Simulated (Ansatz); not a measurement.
hexafluoroethane (C₂F₆), singlet, at a GFN2-xTB geometry; Ansatz (a first-principles code) with PBE0/6-31G**.

The Ansatz input:
Ansatz 0.2 input:
```yaml
crystal:
  periodic: [false, false, false]
  atoms:
    - {symbol: F, position_ang: [1.40411511, -0.28283952, -1.02131229]}
    - {symbol: C, position_ang: [0.76712540, -0.06168844, 0.12248110]}
    - {symbol: F, position_ang: [1.24344065, 1.05549696, 0.65908857]}
    - {symbol: F, position_ang: [1.02641252, -1.06809983, 0.94881838]}
    - {symbol: C, position_ang: [-0.76712540, 0.06168844, -0.12248110]}
    - {symbol: F, position_ang: [-1.02641252, 1.06809983, -0.94881838]}
    - {symbol: F, position_ang: [-1.24344065, -1.05549696, -0.65908857]}
    - {symbol: F, position_ang: [-1.40411511, 0.28283952, 1.02131229]}
basis:
  gaussian:
    orbitals: 6-31G__.json
hamiltonian:
  xc: pbe0
```
The basis file holds 6-31G** in the JSON format of the Basis Set Exchange.

What the program printed (banner, timings and long lists left out):

```
Functional definition: PBE0
1108 factors; their error is unknown
mean field evaluation 1: about -18354.0116 eV, gradient 5.0e1 eV
mean field evaluation 2: about -18349.9127 eV, gradient 7.3e1 eV
mean field evaluation 4: about -18357.5204 eV, gradient 5.5e-1 eV
mean field evaluation 8: about -18357.5102 eV, gradient 7.4e-3 eV
mean field -18357.51022864 eV, -674.6260577353 hartree, gradient 6.2e-5 eV, S^2 0.000000; 0 other end points of the search recorded, 0 dependent functions left out
reference -18357.51023621 eV, -674.6260580135 hartree; 33, 33 occupied and 87, 87 virtual orbitals, 1108 factors
Total energy: -18357.51023621 eV, -674.6260580135 hartree
```
